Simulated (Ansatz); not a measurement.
`[CH3][InH][O][SiH3]` and `C[N](C)[In]([CH3])[O][SiH3]` differ in one atom or group.

Ansatz, PBE0-D4/def2-TZVP geometries, multiplicity 1. Each molecule was computed in one conformer, which needn't be the lowest.

Elements past krypton have def2 core potentials.

```
                                        property  `[CH3][InH][O][SiH3]`
size of the dipole moment (B3LYP/def2-TZVPP) / D                   3.19
  size of the dipole moment (PBE/def2-TZVPP) / D                   3.11
            HOMO–LUMO gap (PBE0/def2-TZVPP) / eV                   6.31
           HOMO–LUMO gap (B3LYP/def2-TZVPP) / eV                   5.80
             LUMO energy (B3LYP/def2-TZVPP) / eV                  -1.72
         HOMO–LUMO gap (ωB97M-V/def2-TZVPP) / eV                   9.95
```

Q: Give the same properties after the change, and the shifts. (An estimate is asked.)

A: Ansatz gave: 
| property | `C[N](C)[In]([CH3])[O][SiH3]` | shift |
| --- | --- | --- |
| size of the dipole moment (B3LYP/def2-TZVPP) / D | 3.37 | 0.18 |
| size of the dipole moment (PBE/def2-TZVPP) / D | 3.38 | 0.27 |
| HOMO–LUMO gap (PBE0/def2-TZVPP) / eV | 5.32 | -0.99 |
| HOMO–LUMO gap (B3LYP/def2-TZVPP) / eV | 4.84 | -0.96 |
| LUMO energy (B3LYP/def2-TZVPP) / eV | -1.10 | 0.62 |
| HOMO–LUMO gap (ωB97M-V/def2-TZVPP) / eV | 9.01 | -0.94 |

With PBE0 the HOMO rises by 1.61 eV and the LUMO rises by 0.63 eV, so the gap narrows by about 0.98 eV. PBE moves the HOMO by 1.48 eV and ωB97M-V by 1.56 eV. Dipoles are sizes alone; their direction can turn.

B3LYP here is the variant with VWN-RPA as its local correlation; programs differ in this.
